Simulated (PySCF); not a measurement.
Input for PySCF: R-MP2/6-31G* on CH5NOSi (a complex), monomers drawn apart or pushed together.

```python
from pyscf import gto, scf, dft, mp
from pyscf.data.elements import chemcore

mol = gto.M(
    atom='''
    C     0.57626914    1.53751556   -0.61857918
    N     0.60171230    1.15179999    0.45781194
    H     0.55289692    1.89771196   -1.62295007
    O     0.52290181   -0.21346466    3.94528035
    Si   -0.67851263   -1.25954206    4.34289874
    H     0.54294248    0.13848372    3.04407618
    H    -2.02717699   -0.65220368    4.19360227
    H    -0.46740022   -1.62843561    5.75891164
    H    -0.65251348   -2.49080142    3.51023150
    ''',
    basis='6-31g*',
    cart=True,
    charge=0, spin=0, verbose=3, max_memory=1800)
mf = scf.RHF(mol)
mf.conv_tol = 1e-8
mf.max_cycle = 100
mf.kernel()
if not mf.converged:
    mf = mf.newton().run(mf.mo_coeff, mf.mo_occ)
pt = mp.MP2(mf, frozen=chemcore(mol)).run()
```

Program output:

```
converged SCF energy = -459.009989452451
E(RMP2) = -459.552985100412  E_corr = -0.542995647960971
E(SCS-RMP2) = -459.545988955517  E_corr = -0.535999503065936
```

The run converged.

Cost: roughly 0.8 core-seconds.
